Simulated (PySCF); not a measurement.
# Where the electron goes

[Ag(OH)4]- (charge -1 and singlet state).
Structure used (PBE0-D3(BJ)/def2-SVP), in Å, numbered top down from 1:
```
atom  x, y, z in Å
Ag1    0.000    0.000    0.003
O2     1.932    0.408   -0.054
H3     2.276   -0.494   -0.067
O4    -0.403    1.934    0.010
H5     0.500    2.276   -0.021
O6    -1.933   -0.408    0.058
H7    -2.277    0.495    0.061
O8     0.404   -1.935   -0.005
H9    -0.499   -2.277    0.015
```

Computed, not measured: TDDFT wB97X-D/def2-SVPD, vertical, gas phase, core orbitals frozen in the response, def2 core potentials past Kr in PySCF 2.14.0, density-fitted response routines. Spin–orbit coupling is left out. The geometry's basis has no diffuse functions, a weakness for an anion.

Kohn–Sham orbitals with the atoms that hold most of them (Löwdin shares over 4%, at most four atoms; ? is withheld):

| orbital | ε (eV) | atoms |
| --- | --- | --- |
| LUMO+2 | 5.94 | Ag1 55%, O6 14%, O2 14%, O8 5% |
| LUMO+1 | 5.20 | Ag1 71%, O2 5%, O6 5%, O8 5% |
| LUMO | 3.27 | ? |
| HOMO | -4.92 | O4 38%, O8 38%, Ag1 17% |
| HOMO-1 | -4.93 | O6 38%, O2 38%, Ag1 17% |
| HOMO-2 | -5.41 | O8 24%, O4 24%, O2 23%, O6 23% |
| HOMO-3 | -5.81 | O4 38%, O8 38%, O6 6%, O2 6% |

Give the leading atoms of the LUMO.

Ag1 (bonded to 4 O) 42%; O4 (bonded to Ag and H) 13%; O2 (bonded to Ag and H) 13%; O8 (bonded to Ag and H) 13%. By element: silver 42%, oxygen 40% or more.

Within 0.005 eV of a neighbour in this list lie HOMO-1/HOMO (point group found: C4h); within a degenerate set the shares of single atoms can hang on how the components are chosen.

How does S1 compare with the orbital gap of 8.19 eV?

S1 is at 2.82 eV (f = 0.0000), 5.37 eV below the gap, made of HOMO-1/HOMO→LUMO (≥96%). S1/S2 lie within about 0.01 eV of each other. 

For S1 the Löwdin share of silver is 17% in HOMO and 42% in LUMO.

Next come S2 at 2.83 eV (f 0.0000), HOMO-1/HOMO→LUMO (≥96%); S3 at 3.53 eV (f 0.0010), HOMO-2→LUMO (99%); S4 at 4.36 eV (f 0.0000), HOMO-5→LUMO (99%); S5 at 4.40 eV (f 0.0000), HOMO-6→LUMO (84%), HOMO-8→LUMO (10%).

Orbitals of the list HOMO-3 to LUMO+2 that lie within 0.01 eV of each other are written together with a slash and their weights summed (≥ marks a lower bound); for degenerate orbitals outside that list single weights are arbitrary.

Löwdin shares depend on the basis, the more so with diffuse functions.
